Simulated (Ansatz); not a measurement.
Species: H4GeO3S, SMILES `[OH][Ge]([OH])([OH])[SH]` (charge 0, multiplicity 1).

**Question.** Give a relaxed geometry from B3LYP-D3(BJ)/def2-TZVP (Ansatz, a quantum-chemistry and plane-wave program).

**Answer.** Several could match; the one computed here: the end point of this relaxation, one of several conformers (outside a Z-matrix the atoms follow the SMILES, hydrogens last).
Z-matrix (Å, degrees):
```
Ge
O 1 1.7697
H 2 0.9639 1 112.09
O 1 1.7701 2 105.67 3 149.48
H 4 0.9647 1 111.25 2 -28.56
O 1 1.7762 2 103.55 3 27.91
H 6 0.9634 1 113.02 2 -170.71
S 1 2.2155 2 117.79 3 -92.42
H 8 1.3444 1 92.16 2 -94.00
```
